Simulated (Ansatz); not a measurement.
System: CH3Br2GaO, charge 0, multiplicity 1. 
Geometry from a B3LYP-D3(BJ)/def2-TZVP (Ansatz, a program for electronic structure) optimisation:
```
O
C 1 1.4230
H 2 1.0924 1 108.95
H 2 1.0924 3 108.79 1 -118.65
H 2 1.0936 3 108.55 4 -117.95
Ga 1 1.7707 2 124.33 3 120.72
Br 6 2.2726 1 117.99 2 -180.00
Br 6 2.2894 1 120.19 2 0.00
```
Charge 0, spin multiplicity 1.

Wanted: atomisation energy (electronic, to ground-state atoms), in kcal/mol. Valence correlation only, unless marked. UHF or UKS for open shells. Spin-orbit coupling is left out. Frozen are the shells of the preceding noble gas and the d and f shells that filled before the atom's block. Non-relativistic. The coupled-cluster limit lacks core correlation, which all-electron functionals hold. Basis-set limits of correlation are two-point, X^-3; Hartree-Fock from the larger set.

```tsv
level	program	atomisation energy (kcal/mol)
CAM-B3LYP-D4/def2-TZVPD	Ansatz + dftd4	[?]
wB97X-V/def2-TZVPD	Ansatz	[?]
SCS-MP2/aug-cc-pVQZ	Ansatz	641.5
CCSD/STO-3G	Ansatz	543.1
CCSD(T)/CBS(aug-cc-pVTZ,aug-cc-pVQZ)	Ansatz	638.3
```

Q: Some entries are withheld; supply them.

A: 
- CAM-B3LYP-D4/def2-TZVPD, atomisation energy (kcal/mol): 629.7
- wB97X-V/def2-TZVPD, atomisation energy (kcal/mol): 635.0
